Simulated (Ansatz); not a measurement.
A first, cheap relaxation of C2H7AlOS.

```yaml
crystal:
  periodic: [false, false, false]
  atoms:
    - {symbol: C, position_ang: [-1.830100, 0.821400, 0.814900]}
    - {symbol: Al, position_ang: [-0.450800, -0.442600, 1.255700]}
    - {symbol: S, position_ang: [1.685500, 0.031000, 0.713700]}
    - {symbol: C, position_ang: [1.733500, -0.663000, -0.958900]}
    - {symbol: O, position_ang: [0.839400, 0.094300, -1.800500]}
    - {symbol: H, position_ang: [-2.862100, 0.478300, 1.118500]}
    - {symbol: H, position_ang: [-1.657100, 1.826100, 1.332200]}
    - {symbol: H, position_ang: [-1.845400, 1.056700, -0.299300]}
    - {symbol: H, position_ang: [-0.815600, -1.810800, 1.994100]}
    - {symbol: H, position_ang: [2.693100, -0.709000, -1.346100]}
    - {symbol: H, position_ang: [1.261900, -1.713100, -0.898600]}
    - {symbol: H, position_ang: [1.324700, 0.975600, -1.891600]}
basis:
  gaussian: {orbitals: def2-SVP}
hamiltonian: {xc: pbe, dispersion: d4}
relax: {f_tol: 0.03, max_steps: 200}
```

```sh
$ ansatz run in.yaml --threads 4 --pin off --events-out ev --progress --plain --max-ram 10444MiB
```

It prints (some lines left out):

```
Functional definition: PBE
mean field -21645.35576307 eV, -795.4521525437 hartree, gradient 2.4e-5 eV, S^2 0.000000; 0 other end points of the search recorded, 0 dependent functions left out
relax step   1: F+E_penalty+E_count = -21645.60695507 eV  Δ(F+E_penalty+E_count) = +0.000e0 eV  max|allowed force component| = 4.908e0 eV/Å  Δτ_max = 0.0000 Å  (30 SCF iters, accepted)
mean field -21645.68259657 eV, -795.4641634533 hartree, gradient 1.3e-5 eV, S^2 0.000000; 0 other end points of the search recorded, 0 dependent functions left out
relax step   2: F+E_penalty+E_count = -21645.93423509 eV  Δ(F+E_penalty+E_count) = -3.273e-1 eV  max|allowed force component| = 1.251e0 eV/Å  Δτ_max = 0.1929 Å  (29 SCF iters, accepted)
mean field -21645.74715984 eV, -795.4665361099 hartree, gradient 1.2e-5 eV, S^2 0.000000; 0 other end points of the search recorded, 0 dependent functions left out
relax step   3: F+E_penalty+E_count = -21646.00097414 eV  Δ(F+E_penalty+E_count) = -6.674e-2 eV  max|allowed force component| = 8.142e-1 eV/Å  Δτ_max = 0.1920 Å  (28 SCF iters, accepted)
mean field -21645.80342529 eV, -795.4686038270 hartree, gradient 5.5e-6 eV, S^2 0.000000; 0 other end points of the search recorded, 0 dependent functions left out
relax step   4: F+E_penalty+E_count = -21646.06032922 eV  Δ(F+E_penalty+E_count) = -5.936e-2 eV  max|allowed force component| = 5.073e-1 eV/Å  Δτ_max = 0.1956 Å  (29 SCF iters, accepted)
mean field -21645.88064042 eV, -795.4714414305 hartree, gradient 2.3e-5 eV, S^2 0.000000; 0 other end points of the search recorded, 0 dependent functions left out
relax step   5: F+E_penalty+E_count = -21646.13963961 eV  Δ(F+E_penalty+E_count) = -7.931e-2 eV  max|allowed force component| = 4.221e-1 eV/Å  Δτ_max = 0.1953 Å  (27 SCF iters, accepted)
mean field -21645.98808577 eV, -795.4753899744 hartree, gradient 1.8e-5 eV, S^2 0.000000; 0 other end points of the search recorded, 0 dependent functions left out
relax step   6: F+E_penalty+E_count = -21646.24939085 eV  Δ(F+E_penalty+E_count) = -1.098e-1 eV  max|allowed force component| = 4.052e-1 eV/Å  Δτ_max = 0.1952 Å  (29 SCF iters, accepted)
mean field -21646.10861004 eV, -795.4798191595 hartree, gradient 1.6e-5 eV, S^2 0.000000; 0 other end points of the search recorded, 0 dependent functions left out
relax step   7: F+E_penalty+E_count = -21646.37232048 eV  Δ(F+E_penalty+E_count) = -1.229e-1 eV  max|allowed force component| = 5.270e-1 eV/Å  Δτ_max = 0.1952 Å  (29 SCF iters, accepted)
mean field -21646.21991682 eV, -795.4839096083 hartree, gradient 1.8e-5 eV, S^2 0.000000; 0 other end points of the search recorded, 0 dependent functions left out
relax step   8: F+E_penalty+E_count = -21646.48796154 eV  Δ(F+E_penalty+E_count) = -1.156e-1 eV  max|allowed force component| = 6.851e-1 eV/Å  Δτ_max = 0.1945 Å  (34 SCF iters, accepted)
mean field -21646.24641330 eV, -795.4848833361 hartree, gradient 1.8e-5 eV, S^2 0.000000; 0 other end points of the search recorded, 0 dependent functions left out
relax step   9: F+E_penalty+E_count = -21646.51441722 eV  Δ(F+E_penalty+E_count) = -2.646e-2 eV  max|allowed force component| = 1.358e-1 eV/Å  Δτ_max = 0.0551 Å  (28 SCF iters, accepted)
mean field -21646.25445854 eV, -795.4851789931 hartree, gradient 1.9e-5 eV, S^2 0.000000; 0 other end points of the search recorded, 0 dependent functions left out
relax step  10: F+E_penalty+E_count = -21646.52231995 eV  Δ(F+E_penalty+E_count) = -7.903e-3 eV  max|allowed force component| = 7.282e-2 eV/Å  Δτ_max = 0.0503 Å  (28 SCF iters, accepted)
mean field -21646.25645938 eV, -795.4852525226 hartree, gradient 1.9e-5 eV, S^2 0.000000; 0 other end points of the search recorded, 0 dependent functions left out
relax step  11: F+E_penalty+E_count = -21646.52465496 eV  Δ(F+E_penalty+E_count) = -2.335e-3 eV  max|allowed force component| = 6.459e-2 eV/Å  Δτ_max = 0.0455 Å  (28 SCF iters, accepted)
mean field -21646.25664825 eV, -795.4852594633 hartree, gradient 1.8e-5 eV, S^2 0.000000; 0 other end points of the search recorded, 0 dependent functions left out
relax step  12: F+E_penalty+E_count = -21646.52501633 eV  Δ(F+E_penalty+E_count) = -3.614e-4 eV  max|allowed force component| = 5.340e-2 eV/Å  Δτ_max = 0.0273 Å  (29 SCF iters, accepted)
mean field -21646.25816733 eV, -795.4853152886 hartree, gradient 1.9e-5 eV, S^2 0.000000; 0 other end points of the search recorded, 0 dependent functions left out
relax step  13: F+E_penalty+E_count = -21646.52628438 eV  Δ(F+E_penalty+E_count) = -1.268e-3 eV  max|allowed force component| = 3.650e-2 eV/Å  Δτ_max = 0.0290 Å  (29 SCF iters, accepted)
mean field -21646.25863862 eV, -795.4853326083 hartree, gradient 1.9e-5 eV, S^2 0.000000; 0 other end points of the search recorded, 0 dependent functions left out
relax step  14: F+E_penalty+E_count = -21646.52664743 eV  Δ(F+E_penalty+E_count) = -3.630e-4 eV  max|allowed force component| = 1.977e-2 eV/Å  Δτ_max = 0.0236 Å  (30 SCF iters, accepted)
mean field -21646.25863862 eV, -795.4853326083 hartree, gradient 1.9e-5 eV, S^2 0.000000; 1 other end points of the search recorded, 0 dependent functions left out
Total energy: -21646.52668745 eV, -795.4951832209 hartree
Atom 0 at    -1.709560     1.033737     0.729676 Å, force    -0.005740     0.008724    -0.000872 eV/Å
Atom 1 at    -0.388238    -0.424075     0.685791 Å, force     0.004226    -0.008366    -0.003896 eV/Å
Atom 2 at     1.829145     0.124821     0.963425 Å, force     0.005873    -0.001931     0.002836 eV/Å
Atom 3 at     1.790743    -0.682998    -0.673562 Å, force     0.008888    -0.003515    -0.014392 eV/Å
Atom 4 at     0.424546    -0.525395    -1.222318 Å, force    -0.005665     0.019144    -0.005499 eV/Å
Atom 5 at    -2.701438     0.700499     1.100470 Å, force     0.004104    -0.001292    -0.003384 eV/Å
Atom 6 at    -1.367919     1.868740     1.377259 Å, force    -0.003253     0.000910    -0.000131 eV/Å
Atom 7 at    -1.875030     1.468365    -0.281391 Å, force     0.000619     0.000611     0.002496 eV/Å
Atom 8 at    -0.754207    -1.959231     0.955633 Å, force    -0.001046    -0.001534     0.001621 eV/Å
Atom 9 at     2.531018    -0.255315    -1.380488 Å, force    -0.013679    -0.007127     0.009816 eV/Å
Atom 10 at     1.931153    -1.781120    -0.616237 Å, force     0.002027     0.014147     0.002189 eV/Å
Atom 11 at     0.366786     0.376873    -1.604157 Å, force     0.003645    -0.019771     0.009217 eV/Å
Dipole moment:     0.044715     0.185657    -0.618215 e Å
```

It took 20 s on 4 threads of an Arm Neoverse V1 on a shared host, with 0.16 GiB of host memory at the peak.
